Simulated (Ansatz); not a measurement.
`C#C[Si](F)(F)F` + `N=C=O` → `O=C=N[Si](F)(F)F` + `C#C`  (ligand exchange at the Si–C bond)

Calculated with Ansatz (gas phase, PBE0-D4/def2-TZVP geometries, no zero-point term in ΔE). CCSD(T)/CBS is the MP2 limit (def2-TZVPP, def2-QZVPP) plus CCSD(T) − MP2 in def2-TZVPP, frozen cores. This one scheme is used for every species. DFT in def2-TZVPP. Each species was taken in one conformer, which may not be the lowest.

CCSD(T)/CBS gives -59.1 kJ/mol.

Q: Another level gave -59.0 kJ/mol. Which?
A. LDA (SPW92)/def2-TZVPP
B. MP2/def2-TZVPP
C. BHLYP-D4/def2-TZVPP
D. CAM-B3LYP/def2-TZVPP

A: B. MP2/def2-TZVPP -59.0, LDA (SPW92) -54.1, BHLYP-D4 -68.2, CAM-B3LYP -63.5 kJ/mol.

Largest T1 diagnostic among the species: 0.018.

Leaving LDA and LC-ωPBE aside and taking each functional with its dispersion term where it has one, the values, not all of them listed here, spread over 20.5 kJ/mol, from BHLYP-D4 to revPBE-D4. LDA lies −6.6 kJ/mol from PBE without D4. From PBE to PBE0 (25 % exact exchange), in def2-TZVPP and without D4, ΔE moves by −8.6 kJ/mol.
